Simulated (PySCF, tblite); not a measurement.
Isomers of C2H9PSSi2, one GFN2-xTB conformer each. Single-point energies are computed at PBE0/pcSseg-1 (PySCF, gas phase, no added dispersion term), electronic only.

Question: Rank them by PBE0/pcSseg-1 energy, lowest first (kcal/mol).
A. `[SiH3:1]/[CH:2]=[CH:3]/[S:4][SiH2:5][PH2:6]` with C2–C3–S4–Si5 180°, C3–S4–Si5–P6 17°, S4–Si5–P6–H 160° and 67°
B. `[CH2:1]=[CH:2][Si@H:3]([PH2:4])[S:5][SiH3:6]` with C1–C2–Si3–P4 -10°, C2–Si3–P4–H 167° and 75°, C2–Si3–S5–Si6 151°

Answer: B (0.0), A (21.9).

GFN2-xTB itself gives, in the same order: 0.0, 12.6. Both levels put the same isomer lowest.

Which frontier levels, dipoles and rotational constants go with these structures?

```
             SMILES  HOMO (eV, PBE0/pcSseg-1)  LUMO (eV)  dipole (D)       A, B, C (MHz)
C=C[Si@H](P)S[SiH3]                     -7.17      -0.76        1.50  2151, 956.5, 717.4
[SiH3]/C=C/S[SiH2]P                     -6.65      -0.48        1.85  2249, 681.3, 533.7
```

What happens when harmonic zero-point energies from GFN2-xTB frequencies are added?

```json
{"SMILES": "C=C[Si@H](P)S[SiH3]", "ZPE (kcal/mol)": "59.0", "electronic (kcal/mol)": "0.0", "with ZPE (kcal/mol)": "0.0"}
{"SMILES": "[SiH3]/C=C/S[SiH2]P", "ZPE (kcal/mol)": "57.1", "electronic (kcal/mol)": "21.9", "with ZPE (kcal/mol)": "19.9"}
```

The zero-point energies span 1.9 kcal/mol. The order is unchanged.
